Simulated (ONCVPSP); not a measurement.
Before and after: ONCV potential for palladium (Pd)

| Quantity | Value |
| --- | --- |
| Element | palladium (Pd) |
| Generator | ONCVPSP 4.0.1 |
| Type | optimised norm-conserving Vanderbilt (ONCV) |
| Functional | PBEsol |
| Relativity | scalar-relativistic |
| Frozen core | [Ar] 3d10 |
| Valence charge | 18 |
| Reference configuration | 4s2 4p6 4d10 |
| Partial waves | 4s: rc 1.05 bohr, ncon 4, nbas 7, qcut 4.9 1/bohr, 3 projectors, debl 3.8 Ha; 4p: rc 1.15 bohr, ncon 3, nbas 7, qcut 7.3 1/bohr, 1 projector; 4d: rc 2.05 bohr, ncon 5, nbas 10, qcut 8.5 1/bohr, 3 projectors, debl 3.8 Ha |
| Local potential | polynomial inside 0.70 bohr (lpopt 5, dvloc0 6 Ha) |
| Core correction | none |

Change: all radii scaled by about 0.93 (s 0.98, p 1.08, d 1.90 bohr); local potential polynomial inside 0.66 bohr (lpopt 5, dvloc0 6 Ha).

Cutoffs: the cutoffs (Ha) at which the residual kinetic energy of the hardest occupied pseudo-wave falls to 1 and 0.1 mHa per electron; they do not see the model core or the augmentation charge, which bear on the density cutoff. Errors are all-electron minus pseudo energies relative to the spin-unpolarised reference configuration.

**Question.** Predict the effect on cutoff, ghosts and configuration errors.

**Answer.** The potential gets harder (113 Ha and 153 Ha → 127 Ha and 181 Ha); a bound ghost appears in s, which as a rule spoils a file; of the 3 tests that both files solve, the error grows in 0 and shrinks in 2 by more than 15 % and 0.3 meV (median size 0.4 → 0.1 meV). A smaller radius makes the pseudo-wave follow the all-electron one further in, where it bends more sharply, so more plane waves are needed.

```csv
quantity,base,changed
"cutoff, loose",113 Ha,127 Ha
"cutoff, tight",153 Ha,181 Ha
loose cutoff by channel,"s 113 Ha, p 41 Ha, d 24 Ha","s 127 Ha, p 81 Ha, d 25 Ha"
bound ghosts,none,s
GHOST(+) flags under 300 eV,none,"p at 68.7 eV, d at 175.4 eV, s at 181.9 eV"
tests with a reliable result,3 of 4,3 of 4
"error for 4s2 4p6 4d9, meV [ΔE 9.12 eV]",+0.4,0.0
"error for 4s2 4p6 4d8, meV [ΔE 29.94 eV]",+5.3,+2.1
"error for 4s2 4p6 4d9.5, meV [ΔE 3.24 eV]",+0.2,+0.1
```

 A true bound ghost makes a file unfit for plane-wave use even where its test errors are small: the radial tests pick states by their node count and pass the ghost by.
